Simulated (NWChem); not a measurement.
Species: C3H4Cl2; SMILES ClC1(Cl)CC1

All runs: NWChem. The geometry was optimised at PBE0/def2-SVP. COSMO at M06-2X/def2-SVP, default radii, gas-phase geometry; f = (ε − 1)/ε scales the surface charges.

| row | f | electrostatic solvation energy (kcal/mol) |
|---|---|---|
| ε = 1.5 | 0.3333 | -0.85 |
| ε = 4.8 | 0.7917 | withheld |
| ε = 7.6 | 0.8684 | -2.39 |
| ε = 20.7 | 0.9517 | -2.65 |
| ε = 46.7 | 0.9786 | -2.74 |

Fit a straight line of the last column on the one before it, predict the withheld value, and compare with the run.


1. Means of the 4 shown rows: x = 0.78300, y = -2.158. Slope Σ(x − x̄)(y − ȳ)/Σ(x − x̄)² = -0.8049/0.2762 = -2.914; intercept 0.124.
2. The shown rows scatter about the line by 0.010 (root mean square); the largest residual is +0.02, at ε = 7.6.
3. At x = 0.7917 (ε = 4.8; inside the shown range) the line gives -2.18.
4. The run gives -2.15, +0.03 from the line.
